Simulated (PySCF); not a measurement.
**A survey of ¹⁹F NMR shifts**

[PySCF 2.14.0 with density-fitted response routines: structure optimised with GFN2-xTB; σ from GIAO-PBE0/pcSseg-1; relativity neglected; single conformer; no solvent; equivalent nuclei averaged]

Shieldings were converted by a linear fit to measured shifts: ¹⁹F: δ = 146.13 − 0.903σ +14.6 on sp3 carbon (rms 6.0 ppm, 223 shifts, 7.0 ppm with the 5 outliers that the fit left out vs CFCl3, solution or neat liquid). A few per cent of atoms miss by over 2 rms, more outside the fitted compound classes.

Give the ¹⁹F shifts of `FCCCOC(F)(F)F`, `FCCCOC(F)(F)F`, `CO[C@@H](F)CC(F)(F)F`, `CO[C@@H](F)CC(F)(F)F`, `C=C1COC[C@@]1(F)Cl`, `C[C@@H](F)O[C@H](F)C(F)F`.

Results:


```tsv
compound	environment	δ (ppm)
[F:1][CH2:2][CH2:3][CH2:4][O:5][C:6]([F:7])([F:8])[F:9]	F7/8/9: fluorine of an OCF3 group (×3)	-63.7
[F:1][CH2:2][CH2:3][CH2:4][O:5][C:6]([F:7])([F:8])[F:9]	F1: fluorine on an sp3 carbon	-224.8
[F:1][CH2:2][CH2:3][CH2:4][O:5][C:6]([F:7])([F:8])[F:9]	F7/8/9: fluorine of an OCF3 group (×3)	-63.7
[F:1][CH2:2][CH2:3][CH2:4][O:5][C:6]([F:7])([F:8])[F:9]	F1: fluorine on an sp3 carbon	-224.8
[CH3:1][O:2][C@@H:3]([F:4])[CH2:5][C:6]([F:7])([F:8])[F:9]	F7/8/9: fluorine of a CF3 group (×3)	-67.1
[CH3:1][O:2][C@@H:3]([F:4])[CH2:5][C:6]([F:7])([F:8])[F:9]	F4: fluorine on an sp3 carbon	-129.4
[CH3:1][O:2][C@@H:3]([F:4])[CH2:5][C:6]([F:7])([F:8])[F:9]	F7/8/9: fluorine of a CF3 group (×3)	-67.1
[CH3:1][O:2][C@@H:3]([F:4])[CH2:5][C:6]([F:7])([F:8])[F:9]	F4: fluorine on an sp3 carbon	-129.4
C=C1COC[C@@]1(F)Cl	fluorine on an sp3 carbon	-108.2
[CH3:1][C@@H:2]([F:3])[O:4][C@H:5]([F:6])[CH:7]([F:8])[F:9]	F9: fluorine of a CF2 group	-129.1
[CH3:1][C@@H:2]([F:3])[O:4][C@H:5]([F:6])[CH:7]([F:8])[F:9]	F8: fluorine of a CF2 group	-130.9
[CH3:1][C@@H:2]([F:3])[O:4][C@H:5]([F:6])[CH:7]([F:8])[F:9]	F3: fluorine on an sp3 carbon	-137.6
[CH3:1][C@@H:2]([F:3])[O:4][C@H:5]([F:6])[CH:7]([F:8])[F:9]	F6: fluorine on an sp3 carbon	-152.9
```
